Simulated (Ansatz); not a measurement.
`[Cl][Al]1[CH2][O]1` + H–F → `[F][Al]1[CH2][O]1` + HCl at 600 K and 1 bar (ligand exchange at the Al–Cl bond).

Gas-phase electronic energies from Ansatz, PBE0-D4/def2-TZVP geometries. CBS: MP2 limit from def2 TZ/QZ plus the TZ coupled-cluster correction, frozen cores. This one scheme is used for every species.

```
             species  CCSD(T)/CBS energy (Eh)  H − E (kJ/mol)  S (J/(mol·K))
`[Cl][Al]1[CH2][O]1`               -816.25844           122.9          359.2
                 H–F               -100.39570            42.3          194.0
 `[F][Al]1[CH2][O]1`               -456.27782           123.9          345.4
                 HCl               -460.38127            35.4          207.2
```

H − E and S are ideal-gas, rigid-rotor, harmonic terms from PBE0-D4/def2-TZVP. 1 Eh = 2625.50 kJ/mol, R = 8.31446 J/(mol·K).

Question: By hand: ΔE, ΔH, ΔS and ΔG.

Answer: ΔE = (-456.27782) + (-460.38127) − (-816.25844) − (-100.39570) = -0.00495 Eh = -13.0 kJ/mol. Δ(H − E) = 123.9 + 35.4 − 122.9 − 42.3 = -5.9, so ΔH = -18.9 kJ/mol. ΔS = 345.4 + 207.2 − 359.2 − 194.0 = -0.6 J/(mol·K). ΔG = -18.9 − 600 × (-0.6)/1000 = -18.5 kJ/mol.

Question: By hand: the equilibrium constant, and the temperature at which ΔG would vanish if ΔH and ΔS stayed fixed.

Answer: log₁₀ K = −ΔG/(RT ln 10) = 1.6. ΔG = 0 at ΔH/ΔS = 31500 K, far beyond where these terms or the molecules hold.

The number of gas molecules stays the same, so ΔS is small and ΔH decides. A doubt of 5 kJ/mol in ΔE shifts log₁₀ K by 0.4 here. These are equilibria of isolated gas molecules and say nothing of rates. Largest T1 diagnostic: 0.015 (customary marks: 0.02 for closed shells, 0.045 for open ones).
